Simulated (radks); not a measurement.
Results of a calculation; reference values are marked as such.
Problem. Ionisation of Cs3+, [Kr] 4d10 5s2 5p4, to Cs4+, [Kr] 4d10 5s2 5p3, under several functionals. Scalar-relativistic Kohn-Sham, spin-polarised, spherical densities, finite nucleus; open shells are filled with parallel spins first (spin-orbit coupling, left out, can overturn this in heavy ions); a radial shooting solver on a logarithmic mesh with Libxc functionals. Known Delta-SCF values: LDA (Slater exchange, Perdew-Wang correlation) 44.266 eV. What does BLYP give, and what is its highest occupied eigenvalue?

Solution. 43.817 eV by Delta-SCF; the 5p eigenvalue is -38.480 eV. NIST: 43 eV (theoretical).
